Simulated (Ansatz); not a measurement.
Isolated molecules relaxed with PBE0-D4/def2-TZVP in Ansatz; ΔE leaves out vibrations. CBS: MP2 limit from def2 TZ/QZ plus the TZ coupled-cluster correction, frozen cores. This one scheme is used for every species. Functionals use def2-TZVPP. B3LYP here is the variant with VWN-RPA as its local correlation; programs differ in this. One conformer a species, not always the lowest.

Reaction (hydrogenolysis of the Si–N bond): `N[SiH2]O[SiH](N)Cl` + H₂ → `N[SiH](Cl)O[SiH3]` + NH₃

```tsv
level	ΔE (eV)
B3LYP-D4	0.52
MP2/CBS(def2)	0.58
```

**Question.** What does CCSD(T)/CBS give? (Best estimate.)

**Answer.** Computed: +0.51 eV. The listed levels differ from it by 0.01, 0.07 eV.

Largest T1 diagnostic among the species: 0.010.

The D4 term adds +0.12 eV with B3LYP and +0.07 eV with PBE0; it sums over pairs of atoms, weighted by their polarisabilities, and B3LYP, whose exchange is more repulsive, gets the larger term. In def2-TZVPP, CCSD(T) changes the Hartree–Fock value by +0.16 eV (the triples alone add +0.04 eV) and MP2 by +0.23 eV.
